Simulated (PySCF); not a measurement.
# Functional dependence of a UV spectrum

Ethylboronic acid, C2H7BO2.
SMILES: `CCB(O)O`

Linear-response calculations in the def2-SVPD basis (PySCF; singlets by full response, triplets Tamm–Dancoff, core orbitals frozen in the response; HF means time-dependent Hartree–Fock). 'Strongest' is the level of largest summed f among the singlets computed (10 roots, of which the last may lack a degenerate partner); it can jump between rows when another state enters that window. S1 is the lowest singlet of each run and needn't be the same state throughout; f(S1) is that of one state. One conformer (not necessarily the lowest) at the PBE0-D3(BJ)/def2-SVP geometry, without solvent, vibrations or thermal averaging.

```
functional                               kind  S1 (eV)  f(S1)  strongest (eV)  T1 (eV)  HOMO (eV)  gap (eV)  ionisation energy, ΔSCF (eV)
       LDA                                LDA     6.67  0.021            8.15     6.57      -7.30      6.62                         10.54
       PBE                                GGA     6.64  0.022            8.17     6.51      -7.23      6.59                         10.47
     B3LYP  global hybrid, 20% exact exchange     7.32  0.023            8.74     7.17      -8.49      8.22                         10.90
      PBE0  global hybrid, 25% exact exchange     7.58  0.023            9.00     7.40      -8.68      8.71                         10.90
 CAM-B3LYP             range-separated hybrid     7.82  0.023            9.26     7.62     -10.15     10.72                         11.15
   wB97X-D             range-separated hybrid     8.08  0.024            9.54     7.87     -10.60     12.10                         11.05
   LC-wPBE             range-separated hybrid     8.51  0.022           10.19     7.95     -11.49     12.99                         11.29
        HF                       Hartree–Fock     9.37  0.018           11.05     8.69     -12.28     13.96                   not settled
```

Question: What does BHandHLYP (global hybrid, 50% exact exchange) give?

Answer: S1 (eV) 8.22, f(S1) 0.023, strongest (eV) 9.65, T1 (eV) 7.98, HOMO (eV) -10.11, gap (eV) 10.55, ionisation energy, ΔSCF (eV) 11.21. S1 runs from 6.64 eV (PBE) to 9.37 eV (HF), a spread of 2.73 eV, while the orbital gap spreads over 7.4 eV. Along PBE (0%), B3LYP (20%), PBE0 (25%), BHandHLYP (50%), HF (100%) S1 rises with the share of exact exchange. −ε(HOMO) comes closest to its own ΔSCF ionisation energy with LC-wPBE (+0.20 eV) and misses most with PBE (-3.25 eV). 'Not settled' means that the ion's SCF failed to converge or may have ended in another state than the lowest.
